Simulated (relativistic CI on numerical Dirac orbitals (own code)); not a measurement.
Mn2+ in a cubic cluster: 3p photoemission with charge transfer

Computed with a charge-transfer multiplet model of a cubic metal-ligand cluster with up to one ligand hole, Slater and spin-orbit integrals from Dirac-Coulomb-Breit ions, Slater integrals scaled by 0.8. The parameters are those of a tetrahedral site (10Dq negative, t2 hopping the larger). The ground state mixes d5 with configurations of k ligand holes L, whose averages lie at kΔ + k(k − 1)U_dd/2; a core hole lowers each added d electron by U_cd. 20 K, Lorentzian 0.9 eV and Gaussian 0.8 eV FWHM.

Atomic integrals in eV (Slater integrals scaled, ζ unscaled), ground: F2dd 8.204, F4dd 5.095, zeta_d 0.037; with the core hole: F2dd 9.143, F4dd 5.721, zeta_d 0.043, zeta_core 0.835, F2cd 9.879, G1cd 12.251, G3cd 7.459.

Cluster parameters (eV): U_dd = 5.8, U_cd = 7.5, 10Dq = -0.3, 10Dq(ligand) = 0, V(eg) = 0.9, V(t2g) = -1.53, final-state hopping factor = 1.

```csv
Case,n_d,d5,d6L,S
Δ = 3.9 eV,5.14,0.86,0.14,2.50
Δ = 6.9 eV,5.08,0.92,0.08,2.50
Δ = 9.9 eV,5.05,0.95,0.05,2.50
```

Weights, n_d and S are thermal averages at 20 K. Binding energies count from the first peak over 30 % of the highest in each spectrum, which can be another peak from case to case. The parameters are a model scan and need not match a compound or its usual spin state. Peaks in eV (height, largest 100):
- Δ = 3.9 eV: 0.0 (100), 2.2 (34), 5.1 (35), 8.7 (16), 16.9 (18), 18.6 (30), 24.2 (24)
- Δ = 6.9 eV: 0.0 (100), 2.5 (29), 5.7 (14), 9.3 (8), 18.0 (32), 19.3 (21), 24.1 (11)
- Δ = 9.9 eV: 0.0 (100), 2.8 (29), 7.4 (5), 18.7 (44), 21.1 (6)

For the case Δ = 6.9 eV, Δ = 6.9 eV is larger than U_dd = 5.8 eV, the Mott-Hubbard side of the Zaanen-Sawatzky-Allen scheme. With the core hole the configuration with one ligand hole lies at Δ − U_cd = -3.6, -0.6, 2.4 eV from the one without, in the order of the table; where this is negative the screened configuration lies lower, though the effective hopping of about 2.9 eV (from the holes of the mixed ground state) mixes the two strongly wherever it is as large as the gap.

With at most 1 ligand hole the space is cut while the next configuration still counts, so covalency is underestimated, and a final configuration with one more ligand hole, which can lie low, is missing from the spectra.
